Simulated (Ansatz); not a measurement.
Z-matrix (Å, degrees):
```
Si
Cl 1 2.088
Si 1 2.331 2 102.2
N 1 1.698 2 115.0 3 118.8
H 1 1.479 2 105.6 3 -121.6
N 3 1.698 1 107.9 2 48.9
Cl 3 2.064 1 107.9 2 -75.9
Cl 3 2.051 1 113.2 2 166.5
H 4 1.007 1 121.1 2 -73.5
H 4 1.007 1 121.6 2 78.4
H 6 1.008 3 120.9 1 163.6
H 6 1.009 3 118.6 1 -50.8
```

Total charge 0; spin multiplicity 1.

Q: List the PBE0/def2-TZVPP orbital energies in eV (Ansatz). (An estimate is asked.)

A: Ansatz gave: Occupied: -2767.45, -2767.29, -2767.22, -1804.48, -1803.72, -391.43, -391.39, -259.31, -259.15, -259.08, -197.59, -197.46, -197.45, -197.42, -197.35, -197.30, -197.30, -197.23, -197.23, -146.58, -145.92, -101.29, -101.25, -101.19, -100.63, -100.57, -100.56, -24.60, -24.37, -23.31, -22.90, -22.80, -15.84, -14.69, -14.46, -14.28, -12.31, -12.02, -11.42, -10.95, -10.61, -9.77, -9.66, -9.48, -9.20, -9.07, -8.33, -8.20, -7.84. Lowest empty: -0.34, -0.19, 0.61, 1.20, 1.40, 1.68, 2.09, 2.32.
